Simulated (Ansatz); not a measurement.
# Molecular dynamics of Ti₁₂H

input.yaml

```yaml
accuracy: low
crystal:
  lattice:
    - [5.9, 0.0, 0.0]
    - [-4.425, 7.664325, 0.0]
    - [0.0, 0.0, 4.6846]
  atoms:
    - { symbol: Ti, position: [0.00321781, 0.00114154, 0.00119483] }
    - { symbol: Ti, position: [0.16508679, 0.22382144, 0.49678354] }
    - { symbol: Ti, position: [-0.00034782, 0.33129545, 0.0003742] }
    - { symbol: Ti, position: [0.16309402, 0.55320312, 0.50085206] }
    - { symbol: Ti, position: [-0.00667885, 0.66262136, 0.00100083] }
    - { symbol: Ti, position: [0.16370306, 0.89372612, 0.49946015] }
    - { symbol: Ti, position: [0.50563582, 0.00350341, -0.00335108] }
    - { symbol: Ti, position: [0.66977358, 0.22627014, 0.49688279] }
    - { symbol: Ti, position: [0.50373251, 0.33333309, -7.948e-05] }
    - { symbol: Ti, position: [0.6665694, 0.55649201, 0.4973766] }
    - { symbol: Ti, position: [0.50606535, 0.66329145, -0.00022338] }
    - { symbol: Ti, position: [0.67322798, 0.89410573, 0.4989111] }
    - { symbol: H, position: [0.33741936, 0.78053924, 0.74762684] }
basis:
  ecutwfc: 420.0
kpoints:
  mp_grid: { grid: [2, 2, 2] }
hamiltonian:
  xc: pbe
  dispersion: d3bj
scf:
  occupations: { method: fermi_dirac, width: 0.05 }
  lower_state_search: "off"
md:
  timestep: 0.5
  n_steps: 100
  ensemble: nvt_langevin
  temperature: 600.0
  initial_velocities: maxwell_boltzmann
  seed: 318962
  friction: 0.02
```

Run as:

```bash
$ ansatz run input.yaml --threads 1 --pin off --max-ram 3072MiB --backend cpu --events-out ev --progress --plain --runs-dir out
```

It starts from a partly relaxed structure (largest force component 0.08 eV/Å).

Output, in part (step lines):

```
md step     0: t =     0.00 fs  T =   553.8 K  F+E_penalty+E_count = -30019.35732180 eV  E_kin = 0.930672 eV  (8 SCF iters)
[... lines left out ...]
```

The steps, from the saved trajectory:

```tsv
time (fs)	T (K)	potential energy less start (eV)
0.0	554	0.000
1.5	460	0.003
3.0	477	0.014
4.5	515	0.032
6.0	505	0.051
7.5	415	0.070
9.0	404	0.092
10.5	427	0.114
12.0	419	0.137
13.5	373	0.158
15.0	410	0.176
16.5	323	0.195
18.0	385	0.214
19.5	418	0.234
21.0	419	0.259
22.5	387	0.290
24.0	395	0.326
25.5	347	0.370
27.0	340	0.415
28.5	364	0.456
30.0	342	0.493
31.5	370	0.524
33.0	357	0.551
34.5	338	0.579
36.0	356	0.602
37.5	354	0.610
39.0	366	0.619
40.5	419	0.629
42.0	413	0.634
43.5	434	0.638
45.0	447	0.643
46.5	469	0.659
48.0	479	0.679
49.5	448	0.705
```

The run went to its last step. The mean temperature of the second half is 34 % below the set value. A run of 0.05 ps of so small a system gives no equilibrium averages. Limits of this set-up: coarse k mesh, odd electron count without spin, low accuracy level.

Mean squared displacements from the first frame to the last, about the centre of mass: Ti 0.03 Å², H 0.05 Å².

Last frame:

```xyz
13
Lattice="5.9000 0.0000 0.0000 -4.4250 7.6643 0.0000 0.0000 0.0000 4.6846" Properties=species:S:1:pos:R:3
Ti 0.091 0.015 -0.059
Ti 0.105 1.585 2.244
Ti -1.430 2.578 -0.050
Ti -1.552 4.014 2.345
Ti -3.107 5.158 0.062
Ti -3.101 6.667 2.478
Ti 3.028 0.106 -0.004
Ti 2.803 1.554 2.287
Ti 1.530 2.713 0.000
Ti 1.524 4.306 2.414
Ti -0.063 5.150 0.113
Ti 0.038 6.760 2.367
H -1.487 5.741 3.525
```

Run time: 9.2 min on 1 thread of Arm Neoverse V1, on a shared host, peak memory 0.64 GiB.
